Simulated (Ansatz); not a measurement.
Two members of one family (Si17H24 nanocrystal and its variants), computed with Ansatz in the gas phase. HOMO and LUMO are taken over both spins. Binding counts from free atoms in the multiplicity of their measured ground term, without zero-point energy. Sets without diffuse functions give affinities that are too small. The spins of the ions were chosen, not always searched. A dash marks a value that wasn't run or was left out as unsound. The structures are stationary points that may keep the symmetry of their start.

First: Si16BH24, B on an inner site (doublet, charge 0, PBE-D4/def2-SVP geometry; oxidised ion singlet, reduced ion singlet).

```xyz
41

Si   -0.8797   -4.0686    0.1360
Si    2.5580   -1.7361   -0.3802
Si   -1.7717    2.6915   -1.9968
Si    1.7913    1.6505   -1.4673
B    -0.9492   -0.5795   -0.7729
Si    0.1244   -1.3110    2.5988
Si   -0.5249    2.2004    1.5127
Si    3.0709    1.0608    2.1218
Si   -1.9058   -2.3585   -1.1666
Si   -2.3181    0.3667   -1.9848
Si    0.8912   -0.5392   -1.5544
Si   -0.7103   -3.5016    2.4108
Si    2.3631   -1.1749    1.8978
Si    0.4122    3.0093   -2.7996
Si   -1.9279    3.5440    0.1881
Si    1.6947    2.4044    0.7610
Si   -1.2087   -0.0285    1.1277
H    -1.7656   -5.2799   -0.0478
H     0.4733   -4.3813   -0.4444
H     3.9156   -1.2889   -0.8679
H     2.4652   -3.2263   -0.5837
H    -2.8061    3.3134   -2.9101
H     3.2213    1.6690   -1.9534
H    -0.0026   -0.8076    4.0173
H    -0.6211    2.5486    2.9796
H     4.5117    1.1884    1.6923
H     2.9606    1.5077    3.5590
H    -1.8190   -2.7870   -2.6118
H    -3.3683   -2.3599   -0.7877
H    -2.3025   -0.1129   -3.4174
H    -3.7431    0.2657   -1.4962
H     0.9310   -0.9710   -3.0058
H     0.1698   -4.5095    3.1096
H    -2.0887   -3.5684    3.0164
H     3.2214   -2.0828    2.7499
H     0.4991    2.6124   -4.2515
H     0.7765    4.4689   -2.6715
H    -1.4704    4.9833    0.1887
H    -3.3535    3.4880    0.6744
H     2.1295    3.8509    0.8351
H    -2.6438   -0.1507    1.5951
```

```csv
level,HOMO (eV),LUMO (eV),gap (eV),vertical IE (eV),vertical EA (eV),binding per atom (eV)
PBE-D4/def2-SVP,-5.64,-5.27,0.37,–,–,3.27
PBE-D4/def2-TZVP,-5.65,-5.26,0.38,7.31,3.69,3.27
r2SCAN-D4/def2-TZVP,-5.91,-5.24,0.66,–,–,3.28
PBE0-D4/def2-SVP,-6.65,-4.87,1.78,–,–,3.26
PBE0-D4/def2-TZVP,-6.61,-4.80,1.81,7.70,3.85,3.26
```

Second: Si17H25, interstitial H (doublet, charge 0, PBE-D4/def2-SVP geometry; oxidised ion singlet, reduced ion singlet).

Cartesian coordinates in Å:
```
Si -1.4744 -3.6601 -2.0176
Si -0.9949 0.5154 -3.0479
Si -0.8258 1.5305 3.6229
Si -0.6853 2.8453 -0.0441
Si -1.0393 -0.7481 0.6721
Si 1.8920 -1.7563 -1.5915
Si 2.2877 0.7193 1.4065
Si 2.3988 1.9787 -2.2250
Si -2.1138 -2.8257 0.0907
Si -1.8850 -0.4303 2.8673
Si -1.7549 0.9114 -0.8574
Si 0.8710 -3.7880 -2.1964
Si 1.3094 0.0377 -2.9989
Si -1.3876 3.2997 2.1622
Si 1.5144 1.1988 3.5845
Si 1.6526 2.4745 -0.0465
Si 1.2798 -1.2578 0.6241
H -2.0645 -5.0364 -2.2159
H -2.0204 -2.7612 -3.0949
H -1.1828 1.7907 -3.8346
H -1.7782 -0.5784 -3.7279
H -1.2425 1.9007 5.0313
H -0.9736 4.0429 -0.9281
H 3.3949 -1.9156 -1.6528
H 3.7986 0.6135 1.4040
H 2.0927 3.1273 -3.1546
H 3.8919 1.7560 -2.2171
H -3.6072 -2.6150 0.1609
H -1.7267 -3.8155 1.1615
H -3.3877 -0.3019 2.8173
H -1.5430 -1.6379 3.7056
H -3.2619 1.0214 -0.8055
H 1.2637 -4.1911 -3.5959
H 1.3521 -4.8575 -1.2473
H 1.7762 -0.2824 -4.4012
H -2.8796 3.5285 2.1893
H -0.7184 4.5654 2.6440
H 2.1912 2.4542 4.0818
H 1.8854 0.0747 4.5217
H 2.3252 3.7442 0.4286
H 1.5299 -2.4500 1.5212
H -0.1600 0.7784 1.2035
```

Q: Estimate how these quantities change from the first to the second (second minus first).

A: 
```csv
level,Δ HOMO (eV),Δ LUMO (eV),Δ gap (eV),Δ vertical IE (eV),Δ vertical EA (eV),Δ binding per atom (eV)
PBE-D4/def2-SVP,0.49,0.91,0.41,–,–,-0.08
PBE-D4/def2-TZVP,0.49,0.87,0.38,-0.39,-0.84,-0.08
r2SCAN-D4/def2-TZVP,0.45,1.06,0.61,–,–,-0.08
PBE0-D4/def2-SVP,0.49,1.10,0.61,–,–,-0.08
PBE0-D4/def2-TZVP,0.50,1.05,0.55,-0.49,-0.97,-0.08
```
